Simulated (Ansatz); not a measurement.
Reaction (ligand exchange at the Si–N bond): `CN([SiH2]O)[SiH2]Cl` + H–F → `O[SiH2]F` + `CN[SiH2]Cl`

Program: Ansatz. Geometries: PBE0-D4/def2-TZVP. ΔE: electronic, gas phase. CCSD(T)/CBS is the MP2 limit (def2-TZVPP, def2-QZVPP) plus CCSD(T) − MP2 in def2-TZVPP, frozen cores. This one scheme is used for every species. Functionals use def2-TZVPP. Each species was taken in one conformer, which may not be the lowest.

```
             level  ΔE (kcal/mol)
            PBE-D4          -20.0
           ωB97M-V          -21.4
               PBE          -22.9
            r2SCAN          -22.9
     HF/def2-TZVPP          -27.9
CCSD(T)/def2-TZVPP          -20.5
      HF/CBS(def2)          -28.3
     MP2/CBS(def2)          -19.7
```

Problem. What does CCSD(T)/CBS give? (Estimate.)

Solution. The calculation gave: -20.4 kcal/mol. The listed levels differ from it by 0.4, -1.0, -2.5, -2.5, -7.5, -0.1, -7.9, 0.7 kcal/mol.

Largest T1 diagnostic among the species: 0.011.

In def2-TZVPP, CCSD(T) changes the Hartree–Fock value by +7.4 kcal/mol (the triples alone add +1.2 kcal/mol) and MP2 by +8.1 kcal/mol. The D4 term adds +4.7 kcal/mol with B3LYP and +2.7 kcal/mol with PBE0; it sums over pairs of atoms, weighted by their polarisabilities, and B3LYP, whose exchange is more repulsive, gets the larger term.

B3LYP here is the variant with VWN-RPA as its local correlation; programs differ in this.
